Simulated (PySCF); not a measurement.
Computed IR spectrum (relative IR intensity) of a molecule CH10FNSi3. Coordinates come from a PBE-D3(BJ)/def2-SVP optimisation. Other conformers were not sampled. Method: PySCF with PBE-D3(BJ)/def2-SVP. Frequencies are harmonic and unscaled.

Lines under 2 % of the strongest are left out, and lines within 2 cm⁻¹ are merged.

```
ν (cm⁻¹)  relative intensity
--------  ------------------
231                       13
270                      4.7
403                       33
421                       35
468                      3.2
497                      7.5
550                      2.1
643                       34
675                      3.8
681                       12
730                       82
762                      7.3
789                       46
797                       19
835                       14
855                       29
888                      100
903                       35
913                       23
920                       11
933                       36
977                      4.6
1033                      35
1325                     2.6
1497                      10
2061                      59
2135                      33
2152                      37
2156                      46
2167                      36
2187                      33
3477                     7.4
3572                     8.5
```

**Question.** Identify the compound among the candidates.
A. N[SiH2][Si@@H](F)C[SiH3]
B. FC[Si@H]([SiH3])N[SiH3]
C. CN[SiH2][Si@H](F)[SiH3]
D. N[Si@@H]([SiH3])[C@H](F)[SiH3]

**Answer.** A, N[SiH2][Si@@H](F)C[SiH3]
